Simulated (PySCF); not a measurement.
Match the calculated data to a structure.

All candidates are C6H10O4.

- 13C NMR: chemical shifts (computed TMS as zero) by class: 165.8 (1 C), 165.7 (1 C), 67.4 (1 C), 53.1 (1 C), 27.9 (1 C), 13.0 (1 C) ppm [GIAO PBE0/pcSseg-1]
- Rotational structure: rotational constants A, B, C: 2.718, 0.681, 0.646 GHz [GFN2-xTB]
- 1H NMR: chemical shifts (computed TMS as zero) by class: 4.73 (2 H), 4.18 (3 H), 1.64 (2 H), 0.96 (3 H) ppm [GIAO PBE0/pcSseg-1]
- Dipole: 1.41 D [PBE0/pcSseg-1]
- NMR, other nuclei: isotropic shieldings of nuclei other than C and H, by class: -91 (1 O), -84 (1 O), 123 (1 O), 145 (1 O) ppm [GIAO PBE0/pcSseg-1]

Electronic properties: PySCF, gas phase, density fitting. Levels stand in brackets. The structure is a single GFN2-xTB conformer in the gas phase; no vibrational or solvent corrections. NMR values are class means; diastereotopic atoms form classes of their own.

Question: Which candidate is it?
A. `CCOC(=O)C(=O)OCC`
B. `COC(=O)C(=O)OC(C)C`
C. `CCOC(=O)[C@H](C)OC=O`
D. `CCCOC(=O)C(=O)OC`

Answer: D. It is `CCCOC(=O)C(=O)OC`. Numbering: `[CH3:1][CH2:2][CH2:3][O:4][C:5](=[O:6])[C:7](=[O:8])[O:9][CH3:10]`. Its formula, C6H10O4, gives 2 degrees of unsaturation: 0 rings and 2 π bonds in the structure found. 6 carbons fall into 6 classes; from least to most shielded: ester carbonyl carbon [C7] (165.8 ppm), ester carbonyl carbon [C5] (165.7 ppm), sp3 carbon bound to oxygen [C3] (67.4 ppm), methoxy carbon [C10] (53.1 ppm), chain CH2 carbon [C2] (27.9 ppm), methyl carbon [C1] (13.0 ppm). Hydrogen classes from least to most shielded: 2 H on an sp3 carbon bound to oxygen, C3 (4.73 ppm, a mean of values up to 1.4 ppm apart in this geometry), 3 H on a methoxy carbon, C10 (4.18 ppm, a mean of values up to 1.4 ppm apart in this geometry), 2 H on a chain CH2 carbon, C2 (1.64 ppm), 3 H on a methyl carbon, C1 (0.96 ppm). The other shieldings belong to: -91 ppm, ester carbonyl oxygen [O8]; -84 ppm, ester carbonyl oxygen [O6]; 123 ppm, ester single-bonded oxygen [O4]; 145 ppm, ester single-bonded oxygen [O9]. The optimised geometry has point group C1 and is an asymmetric top.

The others, at the same levels:
- `CCOC(=O)[C@H](C)OC=O` fails: its computed 13C shifts are 178.6 (1 C), 165.8 (1 C), 74.1 (1 C), 64.2 (1 C), 18.9 (1 C), 16.4 (1 C) ppm, 1H shifts are 8.08 (1 H), 5.00 (1 H), 4.80 (1 H), 3.97 (1 H), 1.57 (3 H), 1.29 (3 H) ppm and rotational constant A is 2.265 GHz (against 2.718 GHz).
- `COC(=O)C(=O)OC(C)C` fails: it has 5 carbon classes against 6; its computed 13C shifts are 167.8 (1 C), 165.8 (1 C), 72.3 (1 C), 54.5 (1 C), 23.1 (2 C) ppm, 1H shifts are 5.11 (1 H), 4.01 (3 H), 1.38 (6 H) ppm and rotational constant A is 3.111 GHz (against 2.718 GHz).
- `CCOC(=O)C(=O)OCC` fails: it has 3 carbon classes against 6; its computed 13C shifts are 166.2 (2 C), 64.3 (2 C), 16.3 (2 C) ppm, 1H shifts are 4.58 (4 H), 1.33 (6 H) ppm and rotational constant A is 2.937 GHz (against 2.718 GHz).

Each candidate is one conformer, not necessarily the lowest. Dipoles, sizes and rotational constants follow the conformer. The torsions of the flexible species, by atom-mapped SMILES:
- `[CH3:1][O:2][C:3](=[O:4])[C:5](=[O:6])[O:7][CH:8]([CH3:9])[CH3:10]`: C1–O2–C3–O4 -1°, O2–C3–C5–O6 -44°, C3–C5–O7–C8 178°, C5–O7–C8–C9 -81°

The conformers of `CCCOC(=O)C(=O)OC`, `CCOC(=O)[C@H](C)OC=O` and `CCOC(=O)C(=O)OCC` aren't listed.
